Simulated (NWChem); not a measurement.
System: H2TeS; SMILES S[TeH]

The following NWChem deck was run.

```
start job
memory heap 200 mb stack 900 mb global 1100 mb
geometry units angstroms noautoz
  Te     0.021414     0.574167     0.013518
  H     -1.641186     0.731300    -0.083764
  S      0.039432    -1.837961     0.069531
  H      0.117737    -2.032716    -1.266899
end
basis spherical
  * library def2-svpd
end
ecp
  Te library def2-ecp
end
dft
  xc xwpbe 0.80 cpbe96 1.0 hfexch 1.00
  cam 0.2 cam_alpha 0.2 cam_beta 0.8
  iterations 150
end
tddft
  nroots 8
  notriplet
end
task tddft energy
```

NWChem printed, in part:

```
             Northwest Computational Chemistry Package (NWChem) 7.3.0
             --------------------------------------------------------

 C1  symmetry detected

                             Geometry "geometry" -> ""
                             -------------------------

 Output coordinates in angstroms (scale by  1.889725989 to convert to a.u.)

  No.       Tag          Charge          X              Y              Z
 ---- ---------------- ---------- -------------- -------------- --------------
    1 Te                  52.0000     0.02806280     0.58593583     0.00817797
    2 H                    1.0000    -1.63463594     0.76980309     0.01254406
    3 S                   16.0000     0.01066428    -1.82642984     0.05304191
    4 H                    1.0000     0.00474211    -2.01558862    -1.28646927

 Effective nuclear repulsion energy (a.u.)     217.5551151331

 Summary of "ao basis" -> "ao basis" (spherical)
 ------------------------------------------------------------------------------
       Tag                 Description            Shells   Functions and Types
 ---------------- ------------------------------  ------  ---------------------
 Te                        def2-svpd                13       35   5s5p3d
 H                         def2-svpd                 4        8   2s2p
 S                         def2-svpd                11       27   5s4p2d

            General Information
            -------------------
          SCF calculation type: DFT
          Wavefunction type:  closed shell.
          No. of atoms     :     4
          No. of electrons :    42
           Alpha electrons :    21
            Beta electrons :    21
          Charge           :     0
          Spin multiplicity:     1
          Use of symmetry is: off; symmetry adaption is: off
          Maximum number of iterations: 150
          AO basis - number of functions:    78
                     number of shells:    32
          Convergence on energy requested:  1.00D-06
          Convergence on density requested:  1.00D-05
          Convergence on gradient requested:  5.00D-04

              XC Information
              --------------
                     Hartree-Fock (Exact) Exchange  1.000
                     LC-wPBE(h)Exchange Functional  0.800
            Perdew 1991 LDA Correlation Functional  1.000 local
           PerdewBurkeErnz. Correlation Functional  1.000 non-local

           Range-Separation Parameters
           ---------------------------
           Alpha           :  0.20
           Beta            :  0.80
           Gamma           :  0.20
           Short-Range HF  :     F

[...]

                                NWChem TDDFT Module
                                -------------------

            General Information
            -------------------
           No. of orbitals :     156
            Alpha orbitals :      78
             Beta orbitals :      78
        Alpha frozen cores :       0
         Beta frozen cores :       0
     Alpha frozen virtuals :       0
      Beta frozen virtuals :       0
         Spin multiplicity :       1
    Number of AO functions :      78
        Use of symmetry is : off
      Symmetry adaption is : off
         Schwarz screening :  0.10D-07

              XC Information
              --------------
              Hartree-Fock (Exact) Exchange   1.00
              LC-wPBE(h)Exchange Functional   0.80
     Perdew 1991 LDA Correlation Functional   1.00 local
    PerdewBurkeErnz. Correlation Functional   1.00 non-local
           Alpha           :  0.20
           Beta            :  0.80
           Gamma           :  0.20

             TDDFT Information
             -----------------
          Calculation type : TDDFT
         Wavefunction type : Restricted singlets
          No. of electrons :      42
           Alpha electrons :      21
            Beta electrons :      21
              No. of roots :       8
          Max subspacesize :    5600
            Max iterations :     100
               Target root :       1
           Target symmetry : none
      Symmetry restriction : off
                 Algorithm : Optimal
        Davidson threshold :  0.10D-03

    8 smallest eigenvalue differences (eV)
--------------------------------------------------------
  No. Spin  Occ  Vir  Irrep   E(Occ)    E(Vir)   E(Diff)
--------------------------------------------------------
    1    1   21   22 a        -0.313    -0.018     8.014
    2    1   20   22 a        -0.347    -0.018     8.938
    3    1   21   23 a        -0.313     0.036     9.502
    4    1   21   24 a        -0.313     0.056    10.048
    5    1   21   25 a        -0.313     0.066    10.324
    6    1   21   26 a        -0.313     0.069    10.399
    7    1   20   23 a        -0.347     0.036    10.425
    8    1   21   27 a        -0.313     0.077    10.598
--------------------------------------------------------

  Entering Davidson iterations
  Restricted singlet excited states

  Iter   NTrls   NConv    DeltaV     DeltaE      Time
  ----  ------  ------  ---------  ---------  ---------
    1      8       0     0.10E+00   0.10+100        5.6
    2     24       0     0.30E-01   0.11E-01        7.6
    3     40       0     0.22E-01   0.29E-02        7.6
    4     56       0     0.59E-01   0.90E-02        7.5
    5     72       1     0.24E-01   0.50E-02        7.5
    6     86       3     0.13E-01   0.91E-03        7.0
    7     96       3     0.44E-02   0.12E-03        6.1
    8    106       4     0.12E-02   0.81E-05        6.1
    9    114       7     0.24E-03   0.42E-06        5.6
   10    116       8     0.80E-04   0.19E-07        4.1
  ----  ------  ------  ---------  ---------  ---------
  Convergence criterion met

  Ground state a        -667.177380510473 a.u.

[...]
```

Level: LRC-wPBEh/def2-SVPD with def2 effective core potentials on Te, full TDDFT. All runs use the structure optimised with PBE0/def2-SVP. def2 effective core potentials on Te; no spin-orbit coupling.
